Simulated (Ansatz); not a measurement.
Diatomic SF, multiplicity 2 (the spin of the measured ground state).

D_e counts from the fitted minimum to each atom's lowest state at the same level, without counterpoise.

Cores are frozen in the correlated methods.

Programs: Ansatz (a first-principles code). 

What bond energy D_e does B2PLYP/def2-TZVPP give?

348 kJ/mol

Give the bond energy D_e at the level SVWN5/def2-TZVPP.

491 kJ/mol

What bond energy D_e does CCSD(T)/def2-QZVPP give?

343 kJ/mol
